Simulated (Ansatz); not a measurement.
Pb₃⁺, relaxed as a doublet with UKS PBE0-D4/def2-SVP in Ansatz, starting from the GFN1-xTB geometry. Force threshold 0.02 eV/Å.

In the def2 sets Pb takes a core potential; there is no spin–orbit coupling. The charge 1 doublet is spin-contaminated (final ⟨S²⟩ up to 1.34, 0.75 for a pure state). Another isomer (quartet) lies 0.54 eV lower at PBE0-D4/def2-TZVP; other spin states weren't run for this one.

Start:

| atom | x (Å) | y (Å) | z (Å) |
| --- | --- | --- | --- |
| Pb1 | -0.001 | 0.001 | -0.006 |
| Pb2 | 1.085 | 2.654 | 0.087 |
| Pb3 | -1.084 | -2.655 | -0.081 |

```
step  energy (eV)  largest force component (eV/Å)  SCF passes
   1  -15739.4192                           0.265         219
   2  -15739.4244                           0.053         137
   3  -15739.4247                           0.006         200
   4  -15739.4247                           0.001         112
```

Force components are those of the run's own axes.

End:

```xyz
3

Pb    0.005    0.016   -0.005
Pb    1.090    2.666    0.087
Pb   -1.095   -2.682   -0.082
```

By distances, no bond broke or formed. The bond that changes most is Pb1–Pb3, from 2.87 to 2.92 Å (atoms count from 1).

The force fell under the threshold at step 3, but the optimiser went on. No frequencies were taken in this run, so the end may be a saddle point.

It took 48 s on 4 threads of Arm Neoverse V1 on a shared host.
